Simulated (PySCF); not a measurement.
**Magnetic susceptibility: SMILES c1cc2c(o1)[SiH2]P[SiH2]2, C₄H₇OPSi₂**

Geometry (Å), atoms numbered from 1 in this order:
```xyz
15

C     2.4676   -0.5648   -0.3426
C     1.9647    0.6913   -0.1894
C     0.5598    0.5406   -0.0756
C     0.3244   -0.8156   -0.1717
O     1.4845   -1.4812   -0.3331
Si   -1.3877   -1.5781   -0.0911
P    -2.6406    0.2844    0.0665
Si   -0.8898    1.7081    0.1380
H     3.4715   -0.9243   -0.4645
H     2.5172    1.6081   -0.1617
H    -1.7233   -2.2873   -1.3267
H    -1.5197   -2.4568    1.0727
H    -2.8162    0.2133    1.4323
H    -0.8213    2.4297    1.4121
H    -0.9956    2.6407   -0.9872
```

Computed, not measured: PySCF 2.14.0, GIAO B3LYP/pcSseg-1 magnetisability, rotational g tensor and spin-rotation constants, non-relativistic, gas phase. Geometry: GFN2-xTB.

(1) What are the magnetisability and the molar susceptibility?

(2) Split it along the inertial axes a, b, c into diamagnetic and paramagnetic parts about the centre of mass, with the quadrupole moment.

(3) And the rotational g tensor?

## Answers

(1) Isotropic -1557 × 10⁻³⁰ J/T², or -93.7 × 10⁻⁶ cm³/mol; principal values -2002, -1361, -1306 × 10⁻³⁰ J/T², anisotropy 670 × 10⁻³⁰ J/T² (root of half the summed squared differences of the principal values). The susceptibility is in cgs units.

(2) 
```tsv
axis	χ (10⁻⁶ cm³/mol)	diamagnetic (10⁻⁶ cm³/mol)	paramagnetic (10⁻⁶ cm³/mol)	summed x² of all electrons (Å²)	quadrupole Θ (D Å)
a	-81.3	-709.3	628.0	264.6	+1.34
b	-79.4	-1219.4	1140.0	144.4	+2.44
c	-120.5	-1735.4	1614.8	22.8	-3.79
```
Anisotropies 2χaa − χbb − χcc = +37.3 and 2χbb − χaa − χcc = +43.1 × 10⁻⁶ cm³/mol. Θ is traceless in Buckingham's convention.

(3) 
| axis | rotational constant (GHz) | g | nuclear part | electronic part |
| --- | --- | --- | --- | --- |
| a | 2.1193 | -0.0440 | 0.5812 | -0.6252 |
| b | 1.0504 | -0.0231 | 0.5394 | -0.5625 |
| c | 0.7177 | -0.0007 | 0.5438 | -0.5445 |

Asymmetric top; isotopes 12C, 1H, 16O, 31P, 28Si; no vibrational averaging.
